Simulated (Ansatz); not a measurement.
Geometry optimisation, RKS B3LYP/def2-SVP (Ansatz 0.2.0).

The input (input.yaml):

```yaml
crystal:
  periodic: [false, false, false]
  atoms:
    - { symbol: Al, position_ang: [-1.455682, -0.490705, -0.319074] }
    - { symbol: Br, position_ang: [1.201072, 0.930437, -2.476864] }
    - { symbol: H, position_ang: [-1.515711, -1.926127, -0.996832] }
    - { symbol: H, position_ang: [-2.660302, 0.52257, -0.526475] }
    - { symbol: H, position_ang: [1.732809, 0.454348, -1.179904] }
    - { symbol: Si, position_ang: [0.332468, 0.041677, 1.120362] }
    - { symbol: H, position_ang: [1.647746, -0.424992, 0.550675] }
    - { symbol: H, position_ang: [0.494685, 1.509299, 1.364706] }
    - { symbol: H, position_ang: [0.222915, -0.616507, 2.463207] }
basis:
  gaussian: { orbitals: def2-SVP }
hamiltonian:
  xc: b3lyp
relax:
  f_tol: 0.03
  max_steps: 50
```

Run as:

```bash
$ ansatz run input.yaml --threads 2 --pin off --max-ram 3072MiB --backend cpu --events-out ev --progress --plain --runs-dir out
```

Q: Where does it end, and by what steps?

A: The run converged. The force dipped under the threshold on the way, but the program's further checks kept it going. After 21 steps the energy has fallen by 0.233 eV; H5 moved furthest, 1.13 Å. Joined: Al1–Br2.

```tsv
step	energy less start (eV)	largest force component (eV/Å)	accepted
0	0.0000	0.878	yes
1	-0.1060	0.286	yes
2	-0.1453	0.192	yes
3	-0.1791	0.473	yes
4	-0.1932	0.338	yes
5	-0.2137	0.170	yes
6	-0.2249	0.102	yes
7	-0.2268	0.056	yes
8	-0.2273	0.070	yes
9	-0.2283	0.037	yes
10	-0.2300	0.027	yes
11	-0.2205	0.603	no
12	-0.2304	0.022	yes
13	-0.2308	0.055	yes
14	-0.2310	0.102	yes
15	-0.2313	0.087	yes
16	-0.2316	0.034	yes
17	-0.2320	0.018	yes
18	-0.2322	0.043	yes
19	-0.2324	0.052	yes
20	-0.2325	0.040	yes
21	-0.2327	0.021	yes
```

```xyz
9
Properties=species:S:1:pos:R:3
Al -1.159 -0.364 -0.448
Br 0.463 0.907 -2.468
H -1.148 -1.804 -1.126
H -2.360 0.633 -0.759
H 1.653 0.135 -2.262
Si 0.366 0.060 1.443
H 1.770 -0.360 1.112
H 0.438 1.503 1.840
H -0.024 -0.710 2.669
```

Whether the end is a true minimum wasn't checked by a vibrational analysis.

Run time: 39 s on 2 threads of Arm Neoverse V2 (shared host), peak memory 0.21 GiB.
